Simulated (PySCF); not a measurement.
## Field gradients at the hydrogen positions

Species: C₅H₆F₂.
Numbering: `[CH3:1][C:2]1=[CH:3][C:4]([F:5])([F:6])[CH2:7]1` (hydrogens: H8, H9, H10 on C1; H11 on C3; H12, H13 on C7)

Structure used (GFN2-xTB), in Å, numbered top down from 1:
```xyz
13
C5H6F2 angstrom
C      1.8768   -0.1745   -0.3344
C      0.4246   -0.1652   -0.0720
C     -0.5152   -1.0937    0.1284
C     -1.6028   -0.0703    0.2898
F     -2.6056   -0.0903   -0.6275
F     -2.2264   -0.0224    1.4966
C     -0.5218    1.0110    0.0596
H      2.3991    0.3736    0.4491
H      2.2533   -1.1929   -0.3721
H      2.0868    0.3222   -1.2811
H     -0.5392   -2.1642    0.1696
H     -0.3593    1.6625    0.9162
H     -0.6747    1.6046   -0.8399
```

Level: PBE0/pcSseg-1 (PySCF, non-relativistic); Q(2H) = 0.00286 b; rigid geometry, the same for H and D, with no vibrational averaging.

Problem. Give the electric field gradient Vzz (the principal value of largest size), its asymmetry and the 2H coupling at each hydrogen.

Solution. 
```csv
atom,bonded to,bond length (Å),Vzz (au),η,χzz (kHz)
H8,C1,1.090,0.3103,0.02,209
H9,C1,1.086,0.3150,0.02,212
H10,C1,1.090,0.3103,0.02,209
H11,C3,1.072,0.3483,0.05,234
H12,C7,1.088,0.3103,0.00,209
H13,C7,1.089,0.3100,0.00,208
```

Problem. How does χzz go with the bond length over the 6 C–H bonds?

Solution. A straight-line fit has a slope of -14.6 kHz for each 0.01 Å, with a correlation coefficient of -1.00, over lengths from 1.072 to 1.090 Å. The longer bonds have the smaller couplings here.

Problem. Give the 2H NMR doublet splittings at H11 for a magnetic field along the z, y and x axes of the gradient: 3χ/2, 3χ(1 + η)/4, 3χ(1 − η)/4.

Solution. With |χ| = 234.1 kHz and η = 0.048: 351, 184 and 167 kHz, to first order and without motion.

Geometry: GFN2-xTB; no solvent, vibrations or thermal averaging. GFN2-xTB bond lengths can be off by several hundredths of an ångström, more for odd bonds, and the gradients follow them. The basis is small and wasn't made for field gradients, so the couplings can be 20 % off.

These values come from a run that also computed NMR shieldings. Time: 15 s; peak memory 0.70 GiB. Hardware: one thread of an Arm Neoverse V1, shared host with 32 logical CPUs at a one-minute load of 9.5.
